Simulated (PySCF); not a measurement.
C₅H₄N, doublet, at a GFN2-xTB geometry; PySCF with PBE0/STO-3G.

Input for PySCF:
```python
from pyscf import gto, scf, dft

mol = gto.M(
    atom='''
C     0.63209058   -1.22024868    0.00213114
N    -0.64629227   -1.23442534   -0.05415938
C    -1.34250590   -0.10541752   -0.06100991
C    -0.67699484    1.10741371   -0.00646097
C     0.71176925    1.11346857    0.05449419
C     1.41491343   -0.08547821    0.06018361
H    -2.41988510   -0.18337616   -0.10983212
H    -1.23281981    2.03263606   -0.01143014
H     1.24980916    2.05081684    0.09769064
H     2.49130647   -0.11752659    0.10665885
''',
    basis='sto-3g',
    spin=1,
    verbose=4,
)

mf = dft.UKS(mol)
mf.xc = 'pbe0'
mf.init_guess = 'atom'
mf.kernel()
mf.analyze()
```

Output, abridged:

```
PySCF version 2.14.0

[INPUT] verbose = 4
[INPUT] num. atoms = 10
[INPUT] num. electrons = 41
[INPUT] charge = 0
[INPUT] spin (= nelec alpha-beta = 2S) = 1
[INPUT] symmetry False subgroup None
[INPUT] Mole.unit = angstrom
[INPUT] Symbol           X                Y                Z      unit          X                Y                Z       unit  Magmom
[...]
nuclear repulsion = 198.892403589711
number of shells = 22
number of NR pGTOs = 102
number of NR cGTOs = 34
basis = sto-3g
ecp = {}

******** <class 'pyscf.dft.uks.UKS'> ********
method = UKS
initial guess = atom
damping factor = 0
level_shift factor = 0
DIIS = <class 'pyscf.scf.diis.CDIIS'>
diis_start_cycle = 1
diis_space = 8
diis_damp = 0
SCF conv_tol = 1e-09
SCF conv_tol_grad = None
SCF max_cycles = 50
direct_scf = True
direct_scf_tol = 1e-13
number electrons alpha = 21  beta = 20
XC library pyscf.dft.libxc version 7.1.2
    S. Lehtola, C. Steigemann, M. J. T. Oliveira, and M. A. L. Marques,  SoftwareX 7, 1–5 (2018)
XC functionals = pbe0
    C. Adamo and V. Barone,  J. Chem. Phys. 110, 6158 (1999)
    M. Ernzerhof and G. E. Scuseria,  J. Chem. Phys. 110, 5029 (1999)
radial grids:
    Treutler-Ahlrichs [JCP 102, 346 (1995); DOI:10.1063/1.469408] (M4) radial grids

becke partition: Becke, JCP 88, 2547 (1988); DOI:10.1063/1.454033
pruning grids: <function nwchem_prune>
grids dens level: 3
symmetrized grids: False
atomic radii adjust function: <function treutler_atomic_radii_adjust>
small_rho_cutoff = 0
Set gradient conv threshold to 3.16228e-05
Spherically averaged atomic HF for {'C', 'H', 'N'}

******** <class 'pyscf.scf.atom_hf.AtomSphAverageRHF'> ********
method = AtomSphAverageRHF
initial guess = minao
damping factor = 0
level_shift factor = 0
DIIS = <class 'pyscf.scf.diis.CDIIS'>
diis_start_cycle = 1
diis_space = 8
diis_damp = 0
SCF conv_tol = 1e-09
SCF conv_tol_grad = None
SCF max_cycles = 50
direct_scf = True
direct_scf_tol = 1e-13
atom = C
Set gradient conv threshold to 3.16228e-05
Initial guess from minao.
init E= -36.7517431777338
cycle= 1 E= -36.7619269638614  delta_E= -0.0102  |g|=    0  |ddm|= 0.0245
cycle= 2 E= -36.7619269638615  delta_E= -2.13e-14  |g|=    0  |ddm|= 1.91e-15
Extra cycle  E= -36.7619269638615  delta_E=    0  |g|=    0  |ddm|=    0
Atomic HF for atom  C  converged. SCF energy = -36.7619269638615

******** <class 'pyscf.scf.atom_hf.AtomSphAverageRHF'> ********
method = AtomSphAverageRHF
initial guess = minao
damping factor = 0
level_shift factor = 0
DIIS = <class 'pyscf.scf.diis.CDIIS'>
diis_start_cycle = 1
diis_space = 8
diis_damp = 0
SCF conv_tol = 1e-09
SCF conv_tol_grad = None
SCF max_cycles = 50
direct_scf = True
direct_scf_tol = 1e-13
atom = N
Set gradient conv threshold to 3.16228e-05
Initial guess from minao.
init E= -53.063778033402
cycle= 1 E= -53.0852289821519  delta_E= -0.0215  |g|=    0  |ddm|= 0.0262
cycle= 2 E= -53.0852289821519  delta_E= 7.11e-15  |g|=    0  |ddm|= 5.44e-16
Extra cycle  E= -53.0852289821519  delta_E= 7.11e-15  |g|=    0  |ddm|= 4.71e-16
Atomic HF for atom  N  converged. SCF energy = -53.0852289821519

******** 1 electron system ********
Atomic HF for atom  H  converged. SCF energy = -0.466581849557275

tot grids = 123728
init E= -244.545798177693

cycle= 1 E= -244.213191971086  delta_E= 0.333  |g|= 0.179  |ddm|=  3.6
cycle= 2 E= -244.203513690304  delta_E= 0.00968  |g|= 0.245  |ddm|= 0.537
cycle= 3 E= -244.239653552654  delta_E= -0.0361  |g|= 0.0322  |ddm|= 0.319
cycle= 4 E= -244.239991719377  delta_E= -0.000338  |g|= 0.0255  |ddm|= 0.0728
cycle= 5 E= -244.240473710051  delta_E= -0.000482  |g|= 0.00573  |ddm|= 0.0415
cycle= 6 E= -244.240511976211  delta_E= -3.83e-05  |g|= 0.0034  |ddm|= 0.013
cycle= 7 E= -244.240535139566  delta_E= -2.32e-05  |g|= 0.00151  |ddm|= 0.0104
cycle= 8 E= -244.240546489539  delta_E= -1.13e-05  |g|= 0.0009  |ddm|= 0.00952
cycle= 9 E= -244.240549700611  delta_E= -3.21e-06  |g|= 0.000582  |ddm|= 0.00488
cycle= 10 E= -244.240551092881  delta_E= -1.39e-06  |g|= 0.000249  |ddm|= 0.00388
cycle= 11 E= -244.24055133238  delta_E= -2.39e-07  |g|= 6.77e-05  |ddm|= 0.00197
cycle= 12 E= -244.240551336978  delta_E= -4.6e-09  |g|= 5.42e-05  |ddm|= 0.000245
cycle= 13 E= -244.240551339486  delta_E= -2.51e-09  |g|= 1.36e-05  |ddm|= 0.000127
cycle= 14 E= -244.240551339555  delta_E= -6.88e-11  |g|= 1.34e-05  |ddm|= 4.18e-05
Extra cycle  E= -244.240551339363  delta_E= 1.92e-10  |g|= 2.19e-05  |ddm|= 4.68e-05
converged SCF energy = -244.240551339363  <S^2> = 0.75682715  2S+1 = 2.0068155
**** SCF Summaries ****
Total Energy =                        -244.240551339362895
Nuclear Repulsion Energy =             198.892403589711392
One-electron Energy =                 -723.879601952166922
Two-electron Energy =                  280.746647023092635
Two-electron Coulomb Energy =          316.012336302860376
DFT Exchange-Correlation Energy =      -35.265689279767727
**** MO energy ****
                             alpha | beta                alpha | beta
[...]
To work with the spin densities directly, `use mulliken_meta_spin()` only printing them here.

 ** Mulliken spin pop alpha/beta on meta-lowdin orthogonal AOs **
 ** Mulliken Spin Density (per AO)  **
spin_pop of  0 C 1s        0.00001
spin_pop of  0 C 2s        0.18578
spin_pop of  0 C 2px       0.09104
spin_pop of  0 C 2py       0.48356
spin_pop of  0 C 2pz       0.06705
spin_pop of  1 N 1s        0.00001
spin_pop of  1 N 2s        0.04888
spin_pop of  1 N 2px      -0.00340
spin_pop of  1 N 2py       0.08555
spin_pop of  1 N 2pz      -0.02934
spin_pop of  2 C 1s        0.00000
spin_pop of  2 C 2s        0.01159
spin_pop of  2 C 2px       0.01155
spin_pop of  2 C 2py       0.02907
spin_pop of  2 C 2pz       0.02139
spin_pop of  3 C 1s        0.00000
spin_pop of  3 C 2s       -0.00316
spin_pop of  3 C 2px      -0.00026
spin_pop of  3 C 2py      -0.00080
spin_pop of  3 C 2pz      -0.03590
spin_pop of  4 C 1s        0.00000
spin_pop of  4 C 2s        0.00479
spin_pop of  4 C 2px       0.00771
spin_pop of  4 C 2py       0.01155
spin_pop of  4 C 2pz       0.01648
spin_pop of  5 C 1s        0.00001
spin_pop of  5 C 2s        0.00273
spin_pop of  5 C 2px       0.00232
spin_pop of  5 C 2py       0.01883
spin_pop of  5 C 2pz      -0.03953
spin_pop of  6 H 1s       -0.00442
spin_pop of  7 H 1s        0.00547
spin_pop of  8 H 1s        0.00666
spin_pop of  9 H 1s        0.00477
 ** Mulliken Spin Density (per atom)  **
spin density of  0 C =      0.82744
spin density of  1 N =      0.10171
spin density of  2 C =      0.07360
spin density of  3 C =     -0.04012
spin density of  4 C =      0.04054
spin density of  5 C =     -0.01564
spin density of  6 H =     -0.00442
spin density of  7 H =      0.00547
spin density of  8 H =      0.00666
spin density of  9 H =      0.00477
 ** Mulliken pop alpha/beta on meta-lowdin orthogonal AOs **
 ** Mulliken pop       alpha | beta **
[...]
In total            21.00000 | 20.00000
 ** Mulliken atomic charges   ( Nelec_alpha | Nelec_beta ) **
charge of  0C =      0.01419  (     3.40662      2.57918 )
charge of  1N =     -0.11859  (     3.61015      3.50844 )
charge of  2C =      0.01758  (     3.02801      2.95441 )
charge of  3C =     -0.06838  (     3.01413      3.05425 )
charge of  4C =     -0.03103  (     3.03578      2.99525 )
charge of  5C =     -0.06683  (     3.02560      3.04124 )
charge of  6H =      0.06208  (     0.46675      0.47117 )
charge of  7H =      0.06346  (     0.47101      0.46553 )
charge of  8H =      0.06268  (     0.47199      0.46533 )
charge of  9H =      0.06483  (     0.46997      0.46520 )
Dipole moment(X, Y, Z, Debye):  0.29933,  2.16294,  0.05841
```
